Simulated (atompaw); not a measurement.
## praseodymium (Pr): one change to a PAW (atompaw) potential, before and after

atompaw 4.2.0.5 input, output lines left out:

```
Pr 59
GGA-PBESOL scalarrelativistic loggrid 2001 logderivrange -5 5 251
6 6 5 4 0 0
6 1 0
5 2 0
4 3 3
0 0 0
c
c
c
c
v
v
c
c
c
v
v
c
c
v
v
3
3.00 2.70 2.80 2.00
n
n
y
0.25
n
y
0.45
n
custom rrkj vanderbiltortho sinc
bessel
2.15
3.00
2.85
3.00
3.00
3.00
2.00
2.00
```

All-electron outer shells of the reference configuration (PBEsol, scalar-relativistic, ld1.x):

```csv
shell,level (eV),outermost node (bohr),outermost maximum (bohr)
4p,-214.97,0.32,0.60
4d,-110.40,0.30,0.64
5s,-39.05,0.74,1.35
5p,-21.48,0.79,1.53
6s,-3.48,1.81,3.85
5d,-2.04,0.91,2.28
4f,-1.28,–,0.69
6p,-1.23,2.18,5.07
```

Change: augmentation sinc compensation charge, radius 2.70 bohr; PAW radius 3.00 bohr; waves and projectors: custom polynom vanderbiltortho.

Cutoffs: the cutoffs (Ry, on a coarse ladder) from which the occupation-weighted sum of valence levels, in a spherical-Bessel basis at the reference potential, stays within 10 and 1 mRy of its value at 400 Ry; they do not see the model core or the augmentation charge, which bear on the density cutoff.

Task: What does the change do?

Result: The potential gets neither clearly harder nor softer (30 Ry and 50 Ry → 30 Ry and 50 Ry); the f channel sets the loose cutoff, while the largest relative change is in s, which becomes softer; the range in which the p phases agree widens (upper end 0.9 → at the end of the scan); the range in which the f phases agree narrows (upper end 4.3 → 1.5); neither file shows a bound ghost.

| quantity | base | changed |
| --- | --- | --- |
| cutoff, loose | 30 Ry | 30 Ry |
| cutoff, tight | 50 Ry | 50 Ry |
| loose cutoff by channel (10 mRy a level) | s 10 Ry, p 8 Ry, f 30 Ry | s 8 Ry, p 8 Ry, f 25 Ry |
| bound ghosts | none | none |
| s: phases at 3.02 bohr within 0.05 rad from the reference energy up to (Ry; the scan ends near 5) | to the end of the scan | 3.9 |
| p: phases at 3.02 bohr within 0.05 rad from the reference energy up to (Ry; the scan ends near 5) | 0.9 | to the end of the scan |
| d: phases at 3.02 bohr within 0.05 rad from the reference energy up to (Ry; the scan ends near 5) | 2.4 | 2.8 |
| f: phases at 3.02 bohr within 0.05 rad from the reference energy up to (Ry; the scan ends near 5) | 4.3 | 1.5 |
| lowest overlap eigenvalue by channel | s 0.08, p 0.09, d 0.83, f 0.87 | s 0.60, p 0.85, d 0.96, f 1.00 |

 The cutoffs see the waves, projectors and local potential, not the compensation charge or the core.
